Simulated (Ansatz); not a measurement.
CH7BClNSi (`BN(C)[SiH2]Cl`), relaxed with RKS PBE0-D4/def2-TZVP in Ansatz from a PBE-D4/def2-SVP geometry. The force threshold is 0.005 eV/Å; the program also tests the step.

Charge 0, multiplicity 1.

Start:

```xyz
12

B     0.757    1.302   -0.738
N     0.160    0.141   -0.199
C     0.693   -1.207   -0.434
Si   -1.274    0.265    0.834
Cl   -0.802   -0.417    2.746
H     1.740    1.187   -1.449
H     0.276    2.391   -0.485
H     1.579   -1.149   -1.095
H    -0.064   -1.863   -0.916
H     0.993   -1.686    0.522
H    -2.340   -0.652    0.311
H    -1.718    1.687    0.904
```

```json
{"step": "1", "energy (eV)": "-23710.7672", "largest force (eV/Å)": "0.450", "largest move (Å)": "0.000"}
{"step": "2", "energy (eV)": "-23710.8205", "largest force (eV/Å)": "0.286", "largest move (Å)": "0.034"}
{"step": "3", "energy (eV)": "-23710.8270", "largest force (eV/Å)": "0.067", "largest move (Å)": "0.022"}
{"step": "4", "energy (eV)": "-23710.8276", "largest force (eV/Å)": "0.018", "largest move (Å)": "0.006"}
{"step": "5", "energy (eV)": "-23710.8276", "largest force (eV/Å)": "0.009", "largest move (Å)": "0.004"}
{"step": "6", "energy (eV)": "-23710.8277", "largest force (eV/Å)": "0.010", "largest move (Å)": "0.006"}
{"step": "7", "energy (eV)": "-23710.8277", "largest force (eV/Å)": "0.012", "largest move (Å)": "0.009"}
{"step": "8 (rejected)", "energy (eV)": "-23710.8277", "largest force (eV/Å)": "0.022", "largest move (Å)": "0.014"}
{"step": "9", "energy (eV)": "-23710.8277", "largest force (eV/Å)": "0.004", "largest move (Å)": "0.007"}
{"step": "10", "energy (eV)": "-23710.8278", "largest force (eV/Å)": "0.003", "largest move (Å)": "0.007"}
```

End:

```xyz
12

B     0.754    1.288   -0.724
N     0.157    0.143   -0.184
C     0.688   -1.196   -0.429
Si   -1.256    0.259    0.817
Cl   -0.827   -0.406    2.716
H     1.715    1.171   -1.430
H     0.287    2.361   -0.473
H     1.530   -1.133   -1.117
H    -0.074   -1.846   -0.868
H     1.030   -1.656    0.502
H    -2.306   -0.647    0.298
H    -1.696    1.664    0.892
```

It took 40 s on 4 threads of an Intel Xeon Platinum 8259CL on a shared host, with 0.61 GiB of host memory at the peak.
